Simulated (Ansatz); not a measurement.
C$_{2}$H$_{7}$BSeSi (`C=C([SeH])B[SiH3]`), relaxed with RKS PBE0-D4/def2-TZVP in Ansatz 0.2.0 from a PBE-D4/def2-SVP geometry. The force threshold is 0.005 eV/Å; the program also tests the step.

Total charge 0; spin multiplicity 1.

Start:

```xyz
12

C    -0.160   -1.157    2.071
C    -0.263   -0.790    0.759
Se   -1.717   -1.506   -0.288
B     0.690    0.308    0.224
Si    0.382    1.348   -1.487
H    -0.864   -1.845    2.574
H     0.650   -0.734    2.687
H    -1.173   -1.037   -1.588
H     1.645    0.571    0.937
H    -0.943    2.071   -1.423
H     0.296    0.410   -2.674
H     1.455    2.360   -1.792
```

| step | energy (eV) | largest force (eV/Å) | largest move (Å) |
| --- | --- | --- | --- |
| 1 | -76076.7069 | 0.800 | 0.000 |
| 2 | -76076.7542 | 0.189 | 0.036 |
| 3 | -76076.7558 | 0.122 | 0.016 |
| 4 | -76076.7568 | 0.071 | 0.016 |
| 5 | -76076.7574 | 0.009 | 0.007 |
| 6 | -76076.7576 | 0.010 | 0.018 |
| 7 | -76076.7578 | 0.012 | 0.038 |
| 8 | -76076.7581 | 0.030 | 0.058 |
| 9 | -76076.7583 | 0.034 | 0.038 |
| 10 | -76076.7585 | 0.045 | 0.041 |
| 11 | -76076.7588 | 0.051 | 0.048 |
| 13 | -76076.7592 | 0.035 | 0.037 |
| 15 | -76076.7598 | 0.045 | 0.011 |
| 17 | -76076.7603 | 0.017 | 0.042 |
| 19 | -76076.7609 | 0.044 | 0.008 |
| 21 | -76076.7616 | 0.037 | 0.039 |
| 23 | -76076.7621 | 0.041 | 0.034 |
| 25 | -76076.7627 | 0.049 | 0.064 |
| 27 | -76076.7632 | 0.042 | 0.025 |
| 29 | -76076.7637 | 0.029 | 0.047 |
| 31 | -76076.7639 | 0.009 | 0.019 |
| 33 | -76076.7641 | 0.023 | 0.050 |
| 35 | -76076.7643 | 0.032 | 0.023 |
| 37 | -76076.7644 | 0.015 | 0.007 |
| 39 | -76076.7644 | 0.005 | 0.013 |
| 41 | -76076.7644 | 0.008 | 0.024 |
| 43 | -76076.7644 | 0.006 | 0.003 |
| 44 | -76076.7644 | 0.005 | 0.001 |

End:

```xyz
12

C    -0.082   -1.213    2.040
C    -0.275   -0.830    0.767
Se   -1.343   -1.940   -0.364
B     0.378    0.479    0.292
Si    0.357    1.360   -1.519
H    -0.493   -2.126    2.465
H     0.516   -0.592    2.698
H    -1.193   -1.100   -1.555
H     1.002    1.064    1.135
H    -0.228    2.724   -1.377
H    -0.401    0.653   -2.592
H     1.763    1.520   -1.989
```

Hardware: 4 threads of a server CPU on a shared host. Wall time 3.7 min, peak host memory 0.72 GiB.
